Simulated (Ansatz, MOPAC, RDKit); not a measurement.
Dimer: NH3 (SMILES N) (first 4 atoms) with H2S (SMILES S); geometry from B3LYP-D3(BJ)/def2-TZVP, rigid monomers moved along the line of their centres of mass till N1···H7 is 1.94 Å.
(charge 0, multiplicity 1):
| atom | x (Å) | y (Å) | z (Å) |
|---|---|---|---|
| N | 0.0062 | 0.1635 | 0.3251 |
| H | -0.7772 | -0.4607 | 0.1701 |
| H | -0.1930 | 1.0317 | -0.1588 |
| H | 0.8211 | -0.2526 | -0.1111 |
| S | 0.6277 | 0.7742 | 3.5011 |
| H | -0.3436 | -0.0357 | 3.9510 |
| H | 0.3495 | 0.5049 | 2.1997 |

Monomers are frozen at their geometry in the pair; levels with a basis set take the counterpoise correction.

Correlated levels freeze the cores. CBS(a, b) extrapolates the correlation energy as X⁻³ and adds the Hartree–Fock energy of set b. The state that PM6 reach isn't checked.

Codes used: Ansatz (an electronic-structure program) with Gaussian orbitals; MOPAC for PM6 (differences of heats of formation); RDKit for the force fields. Each number belongs to the level named beside it.

### Question
What interaction energy does PM6 give?

### Answer
-160 meV

### Question
What is the computed interaction energy (MMFF94)?

### Answer
-112 meV

### Question
What is the computed interaction energy (CCSD(T)/CBS(aug-cc-pV(D+d)Z, aug-cc-pV(T+d)Z))?

### Answer
-118 meV
